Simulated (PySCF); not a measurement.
Estimate the missing entries of this data sheet.

C6H8OSSi.
Z-matrix (Å and degrees, PBE0-D3(BJ)/def2-SVP geometry), rows numbered from 1:
```
Si
O   1  1.6777
C   2  1.3531  1  128.63
C   3  1.3975  2  117.97  1  -178.29
C   4  1.3895  3  120.53  2  -179.94
C   5  1.4005  4  120.72  3     0.01
S   6  1.7686  5  123.37  4   179.94
C   6  1.3987  5  118.61  4    -0.04
C   8  1.3919  6  120.73  5     0.02
H   1  1.4936  2  110.54  3    59.73
H   1  1.4935  2  110.70  3   -61.21
H   1  1.4851  2  105.07  3   179.27
H   4  1.0914  3  118.56  2     0.06
H   5  1.0928  4  119.13  3  -179.99
H   7  1.3484  6   96.60  5    -0.28
H   8  1.0928  6  119.98  5   179.99
H   9  1.0935  3  120.38  2    -0.01
```

```csv
property,level,value
"rotational constants A, B, C",PBE0-D3(BJ)/def2-SVP,"4.420, 0.504, 0.455 GHz"
dipole moment,wB97X-D/def2-SVPD,?
HOMO energy,wB97X-D/def2-SVPD,-7.80 eV
LUMO energy,wB97X-D/def2-SVPD,?
lowest singlet excitation,TDDFT wB97X-D/def2-SVPD,?
strongest line among the 10 lowest singlet transitions,TDDFT wB97X-D/def2-SVPD,?
lowest triplet excitation (Tamm–Dancoff),TDA wB97X-D/def2-SVPD,3.83 eV
static isotropic polarisability,wB97X-D/def2-SVPD,?
vertical ionisation energy,ΔSCF wB97X-D/def2-SVPD,?
electronic spatial extent ⟨r²⟩ about the centre of nuclear charge,wB97X-D/def2-SVPD,2312 bohr²
13C chemical shifts (computed TMS as zero) by class,GIAO PBE0/pcSseg-1,"158.9 (C3), 133.2 (C6), 132.1 (C5/C8), 122.3 (C4/C9) ppm"
1H chemical shifts (computed TMS as zero) by class,GIAO PBE0/pcSseg-1,?
"isotropic shieldings of nuclei other than C and H, by class",GIAO PBE0/pcSseg-1,"242 (O2), 389 (Si1), 507 (S7) ppm"
```

The electronic properties come from PySCF, for the isolated species, density fitting. One conformer (not necessarily the lowest) at the PBE0-D3(BJ)/def2-SVP geometry, without solvent or vibrations. NMR classes are plain means over equivalent atoms (diastereotopic ones count apart unless rotation or inversion swaps them), as if these changed places fast; in this geometry the members of some classes differ.

Question: Give the static isotropic polarisability.

Answer: 123.5 au.

Question: What is the strongest line among the 10 lowest singlet transitions?

Answer: S8 at 6.69 eV (185 nm, f = 0.551).

Question: What is the dipole moment?

Answer: 1.06 D.

Question: What is the vertical ionisation energy?

Answer: 7.89 eV.

Question: What are the 1H chemical shifts (computed TMS as zero) by class?

Answer: 7.01 (H14/H16), 6.78 (H13/H17), 5.01 (H10/H11/H12), 3.42 (H15) ppm.

Question: Give the LUMO energy.

Answer: 1.11 eV.

Question: Give the lowest singlet excitation.

Answer: 4.71 eV (263 nm, f = 0.026).

No computed singlet falls in the visible range (750 to 380 nm, 1.65 to 3.26 eV); S1 lies 1.45 eV above its blue end. The largest Löwdin shares of the HOMO are 0.33 on S7, 0.15 on C6, 0.12 on C3 and 0.10 on O2. In wavenumbers S1 is 38000 cm⁻¹ (1 eV = 8065.54 cm⁻¹). The rotational constants make it an asymmetric top with κ = (2B − A − C)/(A − C) = -0.98, nearer the prolate limit (−1). The polarisability is 18.30 Å³ as a volume (1 au = 0.148185 Å³), or 1.51 au for each of the 82 electrons.

For the geometry optimisation (PBE0-D3(BJ)/def2-SVP), hardware: one thread, Intel Xeon at 2.70 GHz (x86_64), no GPU, shared host with 64 logical CPUs at a one-minute load of 63. Cost: 3.1 min wall, 0.74 GiB resident at most.
